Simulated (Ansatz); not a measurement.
Born–Oppenheimer molecular dynamics of Cl2FGe2H3 (8 atoms, charge 0, multiplicity 1). It starts from a relaxed structure.

All numbers below come from RKS PBE/def2-SVP in Ansatz.

```
ensemble                      : NVE (velocity Verlet)
time step                     : 0.5 fs
steps asked                   : 500
starting velocities drawn for : 100 K
seed                          : 414391
```

Frames 1 fs apart, positions in Å, forces in eV/Å.

Velocities at 190 fs (Å/ps):

```
Ge -1.43 -0.71 1.09
Ge 0.30 1.11 -0.75
H 4.12 -0.60 1.84
H 5.57 -0.53 -4.50
H -0.36 6.02 -0.46
F 2.65 0.56 0.77
Cl 0.97 -1.19 1.34
Cl -0.34 -0.07 -2.36
```

```xyz
8
Properties=species:S:1:pos:R:3:forces:R:3 time_fs=190 energy_less_start_eV=0.025 T=68
Ge -0.033 0.043 0.035 -0.81 0.14 0.09
Ge -0.002 -0.048 2.477 0.32 -0.01 0.03
H -1.429 -0.353 2.951 -0.17 0.01 0.03
H 0.949 -1.217 2.843 -0.05 0.01 -0.04
H 0.551 1.264 3.083 -0.07 0.02 -0.07
F 1.555 0.225 -0.636 0.56 0.03 -0.21
Cl -1.221 1.643 -0.872 0.17 -0.16 0.19
Cl -0.837 -1.826 -0.724 0.06 -0.04 -0.02
8
Properties=species:S:1:pos:R:3:forces:R:3 time_fs=191 energy_less_start_eV=0.022 T=71
Ge -0.034 0.043 0.036 -0.69 0.14 0.03
Ge -0.001 -0.047 2.477 0.39 0.00 0.07
H -1.426 -0.353 2.953 -0.20 0.00 0.03
H 0.955 -1.218 2.838 -0.08 0.06 -0.04
H 0.550 1.270 3.083 -0.09 -0.04 -0.09
F 1.557 0.225 -0.635 0.45 0.01 -0.16
Cl -1.220 1.642 -0.870 0.15 -0.15 0.18
Cl -0.838 -1.826 -0.727 0.06 -0.03 -0.01
8
Properties=species:S:1:pos:R:3:forces:R:3 time_fs=192 energy_less_start_eV=0.020 T=74
Ge -0.036 0.042 0.037 -0.57 0.14 -0.04
Ge -0.001 -0.046 2.476 0.42 0.01 0.10
H -1.424 -0.354 2.955 -0.19 0.00 0.03
H 0.959 -1.218 2.833 -0.10 0.09 -0.04
H 0.548 1.276 3.081 -0.10 -0.08 -0.11
F 1.560 0.226 -0.634 0.34 0.00 -0.11
Cl -1.219 1.641 -0.869 0.14 -0.13 0.17
Cl -0.838 -1.827 -0.729 0.06 -0.03 -0.01
8
Properties=species:S:1:pos:R:3:forces:R:3 time_fs=193 energy_less_start_eV=0.018 T=77
Ge -0.037 0.042 0.038 -0.44 0.13 -0.10
Ge 0.000 -0.045 2.475 0.40 0.01 0.13
H -1.425 -0.354 2.958 -0.16 0.00 0.02
H 0.963 -1.217 2.828 -0.11 0.10 -0.04
H 0.546 1.281 3.078 -0.10 -0.10 -0.12
F 1.563 0.226 -0.634 0.22 -0.01 -0.06
Cl -1.218 1.639 -0.868 0.12 -0.11 0.16
Cl -0.838 -1.827 -0.732 0.07 -0.02 0.00
8
Properties=species:S:1:pos:R:3:forces:R:3 time_fs=194 energy_less_start_eV=0.016 T=80
Ge -0.039 0.041 0.039 -0.31 0.13 -0.16
Ge 0.000 -0.044 2.474 0.34 0.00 0.15
H -1.427 -0.355 2.960 -0.10 0.01 0.00
H 0.965 -1.215 2.822 -0.11 0.10 -0.03
H 0.542 1.285 3.074 -0.10 -0.11 -0.11
F 1.567 0.227 -0.633 0.10 -0.03 -0.01
Cl -1.217 1.638 -0.866 0.11 -0.09 0.14
Cl -0.839 -1.827 -0.734 0.07 -0.02 0.00
8
Properties=species:S:1:pos:R:3:forces:R:3 time_fs=195 energy_less_start_eV=0.014 T=82
Ge -0.041 0.040 0.040 -0.18 0.12 -0.22
Ge 0.001 -0.043 2.474 0.24 -0.02 0.17
H -1.429 -0.355 2.963 -0.03 0.02 -0.02
H 0.967 -1.212 2.816 -0.09 0.08 -0.01
H 0.538 1.288 3.070 -0.08 -0.09 -0.10
F 1.570 0.227 -0.633 -0.02 -0.04 0.05
Cl -1.216 1.637 -0.864 0.09 -0.06 0.13
Cl -0.839 -1.827 -0.736 0.07 -0.01 0.01
8
Properties=species:S:1:pos:R:3:forces:R:3 time_fs=196 energy_less_start_eV=0.013 T=83
Ge -0.043 0.040 0.041 -0.06 0.11 -0.28
Ge 0.001 -0.042 2.473 0.12 -0.04 0.16
H -1.433 -0.355 2.966 0.04 0.03 -0.05
H 0.967 -1.208 2.810 -0.06 0.05 0.01
H 0.533 1.290 3.064 -0.06 -0.05 -0.08
F 1.573 0.228 -0.632 -0.13 -0.06 0.09
Cl -1.215 1.635 -0.863 0.07 -0.04 0.12
Cl -0.839 -1.827 -0.739 0.07 -0.01 0.01
8
Properties=species:S:1:pos:R:3:forces:R:3 time_fs=197 energy_less_start_eV=0.014 T=82
Ge -0.044 0.039 0.042 0.06 0.10 -0.33
Ge 0.002 -0.041 2.472 0.00 -0.06 0.15
H -1.435 -0.355 2.968 0.11 0.04 -0.07
H 0.967 -1.204 2.804 -0.02 0.01 0.04
H 0.527 1.291 3.057 -0.03 0.00 -0.05
F 1.577 0.229 -0.632 -0.24 -0.07 0.14
Cl -1.214 1.634 -0.861 0.05 -0.02 0.10
Cl -0.839 -1.827 -0.741 0.07 0.00 0.02
8
Properties=species:S:1:pos:R:3:forces:R:3 time_fs=198 energy_less_start_eV=0.016 T=80
Ge -0.046 0.038 0.043 0.18 0.09 -0.38
Ge 0.002 -0.040 2.472 -0.11 -0.08 0.13
H -1.437 -0.354 2.970 0.15 0.05 -0.08
H 0.967 -1.200 2.798 0.01 -0.03 0.06
H 0.521 1.293 3.050 0.00 0.05 -0.02
F 1.580 0.229 -0.631 -0.34 -0.09 0.18
Cl -1.213 1.633 -0.860 0.03 0.01 0.09
Cl -0.840 -1.827 -0.743 0.08 0.00 0.02
8
Properties=species:S:1:pos:R:3:forces:R:3 time_fs=199 energy_less_start_eV=0.018 T=77
Ge -0.048 0.038 0.044 0.29 0.07 -0.42
Ge 0.003 -0.038 2.471 -0.19 -0.09 0.10
H -1.437 -0.353 2.970 0.17 0.05 -0.09
H 0.967 -1.196 2.793 0.05 -0.07 0.08
H 0.515 1.295 3.043 0.03 0.10 0.01
F 1.583 0.229 -0.630 -0.43 -0.10 0.22
Cl -1.211 1.631 -0.858 0.01 0.03 0.07
Cl -0.840 -1.827 -0.746 0.08 0.00 0.02
8
Properties=species:S:1:pos:R:3:forces:R:3 time_fs=200 energy_less_start_eV=0.021 T=73
Ge -0.050 0.037 0.045 0.39 0.06 -0.46
Ge 0.004 -0.037 2.470 -0.23 -0.09 0.08
H -1.436 -0.352 2.970 0.16 0.04 -0.08
H 0.967 -1.193 2.788 0.08 -0.10 0.10
H 0.509 1.298 3.036 0.05 0.13 0.03
F 1.586 0.230 -0.629 -0.52 -0.11 0.26
Cl -1.210 1.630 -0.856 -0.01 0.06 0.05
Cl -0.840 -1.827 -0.748 0.08 0.01 0.02
8
Properties=species:S:1:pos:R:3:forces:R:3 time_fs=201 energy_less_start_eV=0.023 T=70
Ge -0.051 0.037 0.046 0.48 0.04 -0.49
Ge 0.004 -0.036 2.470 -0.23 -0.09 0.05
H -1.433 -0.350 2.970 0.13 0.03 -0.07
H 0.968 -1.190 2.785 0.09 -0.10 0.11
H 0.504 1.302 3.029 0.07 0.15 0.04
F 1.588 0.230 -0.628 -0.60 -0.12 0.29
Cl -1.209 1.629 -0.855 -0.03 0.09 0.04
Cl -0.840 -1.827 -0.750 0.08 0.01 0.03
```

Of the whole run (250 fs, mean temperature of the second half 55 K): The conserved energy stayed within 0.0067 meV per atom of its start (net change 0.0011 meV per atom), so the integration is sound. Over the second half the temperature averaged 0.55 of the 100 K drawn at the start: a run that starts near a minimum puts about half its kinetic energy into the potential. A run of 0.25 ps of so small a system gives no equilibrium averages.

The run took 11 min on 4 threads of Arm Neoverse V1, with other jobs on the host, peak memory 0.22 GiB.
